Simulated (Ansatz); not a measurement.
Job for Ansatz (a program for electronic structure): R-wB97X-V/def2-TZVPP on CH4OPb (SMILES C[O][PbH]), a point of a torsion scan. Elements past Kr take the def2 small-core potentials; no spin–orbit coupling.

Ansatz 0.2 input:
```yaml
crystal:
  periodic: [false, false, false]
  atoms:
    - {symbol: C, position_ang: [-0.94095432, -0.18827893, 0.02960343]}
    - {symbol: O, position_ang: [-0.02594393, 0.83327117, -0.13755619]}
    - {symbol: Pb, position_ang: [2.05416392, 1.17869150, 0.09436466]}
    - {symbol: H, position_ang: [-0.48756558, -1.17990596, -0.09799404]}
    - {symbol: H, position_ang: [-1.75150312, -0.07838370, -0.70242837]}
    - {symbol: H, position_ang: [-1.38122782, -0.13587384, 1.03423065]}
    - {symbol: H, position_ang: [2.68497520, -0.54341219, -0.22871348]}
basis:
  gaussian:
    orbitals: def2-TZVPP
hamiltonian:
  xc: {name: wB97X-V}
scf: {lower_state_search: off}
```

Program output:

```
WARN ansatz: RAYON_NUM_THREADS=1 ignored (pool sized by the plan → 1); use --threads N
Functional definition: wB97X-V
these checks for a lower state are left out or cut short: stability, starts, cluster_reference, orbital_swaps, neighbouring_geometries, increment
integrals: 0.10 GiB planned
984 factors; their error is unknown
integrals: 0.13 GiB planned
285 factors; integrals over basis functions are off by at most 1.2e-5 eV
mean field: 0.88 GiB planned
mean field evaluation 1: about -8391.0671 eV, gradient 5.2e1 eV
mean field evaluation 2: about -8378.0240 eV, gradient 9.9e1 eV
mean field evaluation 4: about -8396.4452 eV, gradient 3.4e0 eV
mean field evaluation 8: about -8396.4738 eV, gradient 7.9e-2 eV
mean field evaluation 16: about -8396.4947 eV, gradient 3.5e-4 eV
mean field -8396.49470363 eV, -308.5654890098 hartree, gradient 4.8e-6 eV, S^2 0.000000; 0 other end points of the search recorded, 0 dependent functions left out
reference -8396.49470139 eV, -308.5654889277 hartree; 20, 20 occupied and 148, 148 virtual orbitals, 984 factors
Total energy: -8396.49470139 eV, -308.5654889277 hartree
Checks for a lower state left out: stability, starts, cluster_reference, orbital_swaps, neighbouring_geometries, increment
```

The calculation finished and met its thresholds.

Cost: around 12 core-seconds (rough).
